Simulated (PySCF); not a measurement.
Bi(Cl)2(SiH3) (BiCl₂H₃Si), SMILES [SiH3][Bi]([Cl])[Cl].

Coordinates come from a r2SCAN-D4/def2-SVP optimisation. The structure was generated by enumeration; whether it is a known compound was not checked. The def2 effective core potentials stand for the cores of Bi; spin–orbit coupling is left out.

Two levels are set side by side: PBE/def2-TZVP (PySCF) and B3LYP/def2-TZVP (PySCF). Same geometry, gas phase. Differences are taken from unrounded values.

| quantity | B3LYP |
|---|---|
| orbital gap (eV) | 4.54 |
| highest occupied level (eV) | -7.21 |
| lowest empty level (eV) | -2.67 |
| dipole moment (D) | 3.87 |
| mean polarisability (bohr³) | 101.4 |

**Question.** What does PBE give, and how far is it from B3LYP? (The exact figures need the calculation; the answer reports its results.)

**Answer.** 
| quantity | PBE | PBE minus B3LYP |
|---|---|---|
| orbital gap (eV) | 3.18 | -1.36 |
| highest occupied level (eV) | -6.35 | 0.86 |
| lowest empty level (eV) | -3.17 | -0.50 |
| dipole moment (D) | 3.62 | -0.25 |
| mean polarisability (bohr³) | 103.6 | 2.2 |

Without exact exchange PBE keeps part of each electron's self-repulsion, which lifts occupied levels and narrows the gap. Differences between two approximate levels are no errors against the true value.

Rough cost on one machine, each run with all the roots and properties that it gave: B3LYP against PBE within a factor of 2.
